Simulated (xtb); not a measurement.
xtb input (GFN2-xTB):

```bash
xtb mol.xyz --gfn 2 --sp --chrg 0 --uhf 0
```
mol.xyz:
```
5

O     -1.78689994    -0.87154845     0.11656106
B     -0.58575072    -0.28577213     0.03820292
Br    -0.39742002     1.63828828     0.17312803
Br     0.96158963    -1.39084563    -0.21215709
H     -2.52198321    -0.25924459     0.24251391
```

Output:

```
           -------------------------------------------------
          |                Calculation Setup                |
           -------------------------------------------------

           -------------------------------------------------
          |                 G F N 2 - x T B                 |
           -------------------------------------------------

        Reference                      10.1021/acs.jctc.8b01176
      * Hamiltonian:
        H0-scaling (s, p, d)           1.850000    2.230000    2.230000
        zeta-weighting                 0.500000
      * Dispersion:
        s8                             2.700000
        a1                             0.520000
        a2                             5.000000
        s9                             5.000000
      * Repulsion:
        kExp                           1.500000    1.000000
        rExp                           1.000000
      * Coulomb:
        alpha                          2.000000
        third order                    shell-resolved
        anisotropic                    true
        a3                             3.000000
        a5                             4.000000
        cn-shift                       1.200000
        cn-exp                         4.000000
        max-rad                        5.000000

          ...................................................
          :                      SETUP                      :
          :.................................................:
          :  # basis functions                  29          :
          :  # atomic orbitals                  27          :
          :  # shells                           11          :
          :  # electrons                        24          :
          :  max. iterations                   250          :
          :  Hamiltonian                  GFN2-xTB          :
          :  restarted?                      false          :
          :  GBSA solvation                  false          :
          :  PC potential                    false          :
          :  electronic temp.          300.0000000     K    :
          :  accuracy                    1.0000000          :
          :  -> integral cutoff          0.2500000E+02      :
          :  -> integral neglect         0.1000000E-07      :
          :  -> SCF convergence          0.1000000E-05 Eh   :
          :  -> wf. convergence          0.1000000E-03 e    :
          :  Broyden damping             0.4000000          :
          :  net charge                          0          :
          :  unpaired electrons                  0          :
          ...................................................

 iter      E             dE          RMSdq      gap      omega  full diag
   1    -13.8301457 -0.138301E+02  0.969E+00    7.37       0.0  T
   2    -13.9855309 -0.155385E+00  0.940E+00    3.20       1.0  T
   3    -14.1189772 -0.133446E+00  0.471E+00    4.69       1.0  T
   4    -14.1052831  0.136941E-01  0.285E+00    4.03       1.0  T
   5    -14.1289690 -0.236859E-01  0.107E+00    4.61       1.0  T
   6    -14.1291483 -0.179320E-03  0.630E-01    4.70       1.0  T
   7    -14.1294602 -0.311868E-03  0.183E-01    4.62       1.0  T
   8    -14.1295163 -0.560449E-04  0.975E-02    4.64       1.0  T
   9    -14.1295321 -0.158524E-04  0.406E-02    4.66       1.1  T
  10    -14.1295331 -0.975147E-06  0.279E-02    4.66       1.6  T
  11    -14.1295343 -0.121109E-05  0.647E-03    4.66       6.9  T
  12    -14.1295342  0.464789E-07  0.559E-03    4.66       8.0  T
  13    -14.1295343 -0.788261E-07  0.262E-03    4.66      17.1  T
  14    -14.1295343  0.267786E-08  0.289E-03    4.66      15.5  T
  15    -14.1295343 -0.161038E-07  0.609E-04    4.66      73.5  T
  16    -14.1295343  0.877078E-09  0.543E-04    4.66      82.3  T

   *** convergence criteria satisfied after 16 iterations ***

         #    Occupation            Energy/Eh            Energy/eV
      -------------------------------------------------------------
         1        2.0000           -0.8593844             -23.3850
       ...           ...                  ...                  ...
         6        2.0000           -0.5712761             -15.5452
         7        2.0000           -0.5294009             -14.4057
         8        2.0000           -0.4881345             -13.2828
         9        2.0000           -0.4583484             -12.4723
        10        2.0000           -0.4463756             -12.1465
        11        2.0000           -0.4434129             -12.0659
        12        2.0000           -0.4376522             -11.9091 (HOMO)
        13                         -0.2664056              -7.2493 (LUMO)
        14                         -0.1402454              -3.8163
        15                         -0.1188489              -3.2340
        16                         -0.0161259              -0.4388
        17                          0.0074218               0.2020
       ...                                ...                  ...
        27                          0.7085381              19.2803
      -------------------------------------------------------------
                  HL-Gap            0.1712466 Eh            4.6599 eV
             Fermi-level           -0.3520289 Eh           -9.5792 eV

 SCC (total)                   0 d,  0 h,  0 min,  0.004 sec
 SCC setup                      ...        0 min,  0.000 sec (  1.501%)
 Dispersion                     ...        0 min,  0.000 sec (  0.426%)
 classical contributions        ...        0 min,  0.000 sec (  0.196%)
 integral evaluation            ...        0 min,  0.001 sec ( 16.384%)
 iterations                     ...        0 min,  0.002 sec ( 56.382%)
 molecular gradient             ...        0 min,  0.001 sec ( 23.834%)
 printout                       ...        0 min,  0.000 sec (  1.144%)

         :::::::::::::::::::::::::::::::::::::::::::::::::::::
         ::                     SUMMARY                     ::
         :::::::::::::::::::::::::::::::::::::::::::::::::::::
         :: total energy             -14.085496469214 Eh    ::
         :: gradient norm              0.027537494910 Eh/a0 ::
         :: HOMO-LUMO gap              4.659855954002 eV    ::
         ::.................................................::
         :: SCC energy               -14.129533832439 Eh    ::
         :: -> isotropic ES            0.063268314257 Eh    ::
         :: -> anisotropic ES          0.001933110481 Eh    ::
         :: -> anisotropic XC         -0.016004020642 Eh    ::
         :: -> dispersion             -0.003155824756 Eh    ::
         :: repulsion energy           0.044037363225 Eh    ::
         :: add. restraining           0.000000000000 Eh    ::
         :: total charge              -0.000000000000 e     ::
         :::::::::::::::::::::::::::::::::::::::::::::::::::::

           -------------------------------------------------
          |                Property Printout                |
           -------------------------------------------------

    * Orbital Energies and Occupations

         #    Occupation            Energy/Eh            Energy/eV
      -------------------------------------------------------------
         1        2.0000           -0.8593844             -23.3850
         2        2.0000           -0.8502942             -23.1377
         3        2.0000           -0.7651764             -20.8215
         4        2.0000           -0.6583003             -17.9133
         5        2.0000           -0.5915933             -16.0981
         6        2.0000           -0.5712761             -15.5452
         7        2.0000           -0.5294009             -14.4057
         8        2.0000           -0.4881345             -13.2828
Note: The following floating-point exceptions are signalling: IEEE_DENORMAL
normal termination of xtb
         9        2.0000           -0.4583484             -12.4723
        10        2.0000           -0.4463756             -12.1465
        11        2.0000           -0.4434129             -12.0659
        12        2.0000           -0.4376522             -11.9091 (HOMO)
        13                         -0.2664056              -7.2493 (LUMO)
        14                         -0.1402454              -3.8163
        15                         -0.1188489              -3.2340
        16                         -0.0161259              -0.4388
        17                          0.0074218               0.2020
        18                          0.0125145               0.3405
        19                          0.0137648               0.3746
        20                          0.0174402               0.4746
        21                          0.0182032               0.4953
        22                          0.0280889               0.7643
        23                          0.1101473               2.9973
       ...                                ...                  ...
        27                          0.7085381              19.2803
      -------------------------------------------------------------
                  HL-Gap            0.1712466 Eh            4.6599 eV
             Fermi-level           -0.3520289 Eh           -9.5792 eV

     #   Z          covCN         q      C6AA      α(0)
     1   8 O        1.621    -0.424    21.343     6.236
     2   5 B        2.483     0.486    16.605     7.174
     3  35 Br       1.000    -0.222   191.214    22.296
     4  35 Br       1.009    -0.175   189.868    22.217
     5   1 H        0.805     0.335     0.625     1.242

 Mol. C6AA /au·bohr⁶  :       1369.120390
 Mol. C8AA /au·bohr⁸  :      71989.732002
 Mol. α(0) /au        :         59.164961

Wiberg/Mayer (AO) data.
largest (>0.10) Wiberg bond orders for each atom

 ---------------------------------------------------------------------------
     #   Z sym  total        # sym  WBO       # sym  WBO       # sym  WBO
 ---------------------------------------------------------------------------
     1   8 O    2.253 --     2 B    1.302     5 H    0.862
     2   5 B    3.406 --     1 O    1.302     4 Br   1.071     3 Br   1.026
     3  35 Br   1.115 --     2 B    1.026
     4  35 Br   1.161 --     2 B    1.071
     5   1 H    0.888 --     1 O    0.862
 ---------------------------------------------------------------------------

Topologies differ in total number of bonds
Writing topology from bond orders to xtbtopo.mol

molecular dipole:
                 x           y           z       tot (Debye)
 q only:       -0.851       0.044       0.092
   full:       -1.692      -0.141       0.165       4.335
molecular quadrupole (traceless):
                xx          xy          yy          xz          yz          zz
 q only:        4.789       0.095      -5.593      -0.409      -0.524       0.804
  q+dip:        6.312       4.753     -12.355       0.374      -1.990       6.042
   full:        6.062       4.224     -12.100       0.357      -1.914       6.038

           -------------------------------------------------
          | TOTAL ENERGY              -14.085496469214 Eh   |
          | GRADIENT NORM               0.027537494910 Eh/α |
          | HOMO-LUMO GAP               4.659855954002 eV   |
           -------------------------------------------------

------------------------------------------------------------------------
------------------------------------------------------------------------
 total:
 SCF:
```
